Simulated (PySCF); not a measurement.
# Electron correlation in Nb³⁺ (niobium, charge +3)

[Kr] 4d2, high-spin 3F determinant. Computed with PySCF 2.14 in aug-cc-pwCVDZ-PP with ECP28MDF (6s6p5d3f, 70 functions), with scalar relativity through the core potential. Frozen: 4s2 4p6; 2 electrons correlated.

With two correlated electrons CCSD is exact within the correlated space (frozen core and kept virtual orbitals).

| level | correlation energy (mhartree) |
| --- | --- |
| CCSD | -4.45 |

Diagnostics: T1 = 0.00028, D1 = 0.0004, largest double amplitude 0.013.

Cost of the coupled-cluster step: about 2.7 core-seconds, for 2 correlated electrons.
